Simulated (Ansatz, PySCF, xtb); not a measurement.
Energy difference R1 → P1, each structure at its B3LYP-D3(BJ)/def2-TZVP stationary point, reached from a drawn start; harmonic modes at that level show minima.
R1, C4H4 (SMILES C#CC=C) (charge 0, multiplicity 1):
```json
[
 {"atom": "C", "x (Å)": "-1.1485", "y (Å)": "0.7502", "z (Å)": "0.5478"},
 {"atom": "C", "x (Å)": "-0.5889", "y (Å)": "-0.3240", "z (Å)": "-0.0113"},
 {"atom": "C", "x (Å)": "0.7877", "y (Å)": "-0.4309", "z (Å)": "-0.3412"},
 {"atom": "C", "x (Å)": "1.9484", "y (Å)": "-0.5525", "z (Å)": "-0.6324"},
 {"atom": "H", "x (Å)": "-0.5669", "y (Å)": "1.6299", "z (Å)": "0.7896"},
 {"atom": "H", "x (Å)": "-2.2056", "y (Å)": "0.7692", "z (Å)": "0.7751"},
 {"atom": "H", "x (Å)": "-1.2011", "y (Å)": "-1.1906", "z (Å)": "-0.2414"},
 {"atom": "H", "x (Å)": "2.9749", "y (Å)": "-0.6515", "z (Å)": "-0.8864"}
]
```
P1, C4H4 (SMILES C=C1C=C1) (charge 0, multiplicity 1):
```xyz
8

C      1.4598     0.0267     0.1819
C      0.1447     0.0026     0.0181
C     -1.1495     0.6238    -0.0156
C     -1.0949    -0.6648    -0.2641
H      2.0497    -0.8728     0.0747
H      1.9726     0.9463     0.4266
H     -1.7563     1.5073     0.0860
H     -1.6261    -1.5691    -0.5075
```

P less R. No zero-point or thermal terms.

Codes used: Ansatz (a first-principles code); PySCF for the D3/D4 terms; xtb for the GFN methods. All values are computed, each at the level named.

**Question.** One of these levels gives 19.47 kcal/mol for the reaction energy. Which one is it?
(A) GFN2-xTB
(B) PBE0/def2-TZVPP
(C) BLYP-D4/def2-TZVPP

**Answer.** A, GFN2-xTB. The others give 23.72 (BLYP-D4/def2-TZVPP), 16.52 (PBE0/def2-TZVPP)
